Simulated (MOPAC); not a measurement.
Job for MOPAC: PM3 on BrHOSe (SMILES O[Se]Br), a point of a torsion scan.

```
PM3 1SCF PRECISE CHARGE=0 THREADS=1
BrHOSe

O     -1.11988919 1     0.26297942 1     0.37639126 1
Se     0.44380642 1     0.94160411 1    -0.27080132 1
Br     0.57385268 1     2.67565896 1     1.16520602 1
H     -1.35316977 1    -0.51689712 1    -0.12972932 1
```

Output:

```
*******************************************************************************
 **                                                                           **
 **                              MOPAC v23.2.5                                **
 **                                                                           **
 *******************************************************************************
 ** MOPAC's Digital Object Identifier: https://doi.org/10.5281/zenodo.6511958 **
 **                                                                           **
 ** Please cite the open-source release paper for use of this MOPAC version:  **
 ** J. E. Moussa and J. J. P. Stewart (2026)                                  **
 ** MOPAC: An open-source semiempirical molecular orbital program             **
 ** J. Open Source Softw., 11(119), 8025, https://doi.org/10.21105/joss.08025 **
 *******************************************************************************

                              PM3 CALCULATION RESULTS

 *******************************************************************************
 *  PM3        - The PM3 Hamiltonian to be used
 *
 *
 *
 *                 CHARGE ON SYSTEM = 0
 *
 *
 *
 *  PRECISE    - TIGHTER CRITERIA TO BE USED
 *  1SCF       - DO 1 SCF AND THEN STOP
 *  THREADS=1  - MULTI-THREADING NOT USED
 *  T=         - A TIME OF 172800.0 SECONDS REQUESTED
 *  DUMP=N     - RESTART FILE WRITTEN EVERY 7200.0 SECONDS REQUESTED
 *******************************************************************************
PM3 1SCF PRECISE CHARGE=0 THREADS=1
 BrHOSe

   ATOM   CHEMICAL          X               Y               Z
  NUMBER   SYMBOL      (ANGSTROMS)     (ANGSTROMS)     (ANGSTROMS)

     1       O         -1.11988919  *   0.26297942  *   0.37639126  *
     2      Se          0.44380642  *   0.94160411  *  -0.27080132  *
     3      Br          0.57385268  *   2.67565896  *   1.16520602  *
     4       H         -1.35316977  *  -0.51689712  *  -0.12972932  *



          CARTESIAN COORDINATES

    NO.       ATOM           X           Y           Z

     1         O         -1.1199      0.2630      0.3764
     2        Se          0.4438      0.9416     -0.2708
     3        Br          0.5739      2.6757      1.1652
     4         H         -1.3532     -0.5169     -0.1297

  H: (PM3): J. J. P. STEWART, J. COMP. CHEM. 10, 209 (1989).
  O: (PM3): J. J. P. STEWART, J. COMP. CHEM. 10, 209 (1989).
 Se: (PM3): J. J. P. STEWART, J. COMP. CHEM. 12, 320-341 (1991).
 Br: (PM3): J. J. P. STEWART, J. COMP. CHEM. 10, 209 (1989).

           Empirical Formula: H O Se Br  =     4 atoms



      MOLECULAR POINT GROUP   :   Cs


      RHF CALCULATION, NO. OF DOUBLY OCCUPIED LEVELS = 10


 -------------------------------------------------------------------------------
 PM3 1SCF PRECISE CHARGE=0 THREADS=1
 BrHOSe



     1SCF WAS SPECIFIED, SO BFGS WAS NOT USED
     SCF FIELD WAS ACHIEVED


                              PM3 CALCULATION
                                                       MOPAC v23.2.5 Linux




          FINAL HEAT OF FORMATION =        -56.32783 KCAL/MOL =    -235.67565 KJ/MOL


          COSMO AREA              =        102.38 SQUARE ANGSTROMS
          COSMO VOLUME            =         88.51 CUBIC ANGSTROMS

          IONIZATION POTENTIAL    =          9.521822 EV
          HOMO LUMO ENERGIES (EV) =         -9.522 -2.871
          NO. OF FILLED LEVELS    =         10
          MOLECULAR WEIGHT        =        175.8713         POINT GROUP:  Cs

          MOLECULAR DIMENSIONS (Angstroms)

            Atom       Atom       Distance
            H     4   Br     3     3.94749
           Se     2    O     1     1.45424
            O     1   Br     3     0.00000


          SCF CALCULATIONS        =          1





   ATOM   CHEMICAL          X               Y               Z
  NUMBER   SYMBOL      (ANGSTROMS)     (ANGSTROMS)     (ANGSTROMS)

     1       O         -1.11988919  *   0.26297942  *   0.37639126  *
     2      Se          0.44380642  *   0.94160411  *  -0.27080132  *
     3      Br          0.57385268  *   2.67565896  *   1.16520602  *
     4       H         -1.35316977  *  -0.51689712  *  -0.12972932  *

                             CARTESIAN COORDINATES

   1    O       -1.119889190     0.262979420     0.376391260
   2   Se        0.443806420     0.941604110    -0.270801320
   3   Br        0.573852680     2.675658960     1.165206020
   4    H       -1.353169770    -0.516897120    -0.129729320


           Empirical Formula: H O Se Br  =     4 atoms



      MOLECULAR POINT GROUP   :   Cs


                  EIGENVALUES
 -36.37536 -21.84882 -19.58615 -16.89845 -15.17235 -14.41899 -12.59161 -12.40584
 -11.73509  -9.52182  -2.87072  -1.12502   3.82418


              NET ATOMIC CHARGES AND DIPOLE CONTRIBUTIONS

  ATOM NO.   TYPE          CHARGE      No. of ELECS.   s-Pop       p-Pop
    1          O          -0.373288        6.3733     1.80888     4.56441
    2         Se           0.229001        5.7710     1.93475     3.83625
    3         Br          -0.082391        7.0824     1.91606     5.16633
    4          H           0.226677        0.7733     0.77332
 DIPOLE           X         Y         Z       TOTAL
 POINT-CHG.     0.796    -1.057    -1.575     2.057
 HYBRID        -0.591    -0.493     0.035     0.770
 SUM            0.205    -1.550    -1.540     2.195


          ATOMIC ORBITAL ELECTRON POPULATIONS

     Atom    s        px        py        pz
    1  O   1.80888   1.42419   1.50293   1.63729
    2 Se   1.93475   1.18509   1.27210   1.37906
    3 Br   1.91606   1.97223   1.50504   1.68906
    4  H   0.77332

 **********************
 *                    *
 * JOB ENDED NORMALLY *
 *                    *
 **********************




 == MOPAC DONE ==
```

The run finished.

Cost: about 0.020 core-seconds (a rough figure).
